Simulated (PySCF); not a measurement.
C2H4N2OSi, SMILES N(/C#N)=C\O[SiH3]. The structure is a stationary point at PBE-D3(BJ)/def2-SVP. The structure was generated by enumeration; whether it is a known compound was not checked. The values are those of a single conformer.

Method: PBE-D3(BJ)/def2-SVP (PySCF).

Harmonic wavenumbers (cm⁻¹): 97, 131, 207, 209, 278, 536, 542, 578, 670, 672, 722, 896, 900, 917, 957, 1080, 1289, 1344, 1664, 2205, 2227, 2228, 2261, 3048. Rotational constants (GHz): 10.41, 1.349, 1.212; symmetry number 1.

Problem. Work out the zero-point energy and the ideal-gas rigid-rotor harmonic-oscillator thermochemistry at 298.15 K and 1 atm.

Solution. ZPE = ½ Σ hcν = ½ × 25657 cm⁻¹ = 153.46 kJ/mol. H − E(el) = 174.24 kJ/mol. Entropy in J/(mol K): translation 166.20, rotation 114.38, vibration 64.21, total 344.79. G − E(el) = 71.44 kJ/mol. Cp = 107.57 J/(mol K). Modes under 150 cm⁻¹ make the vibrational entropy uncertain.
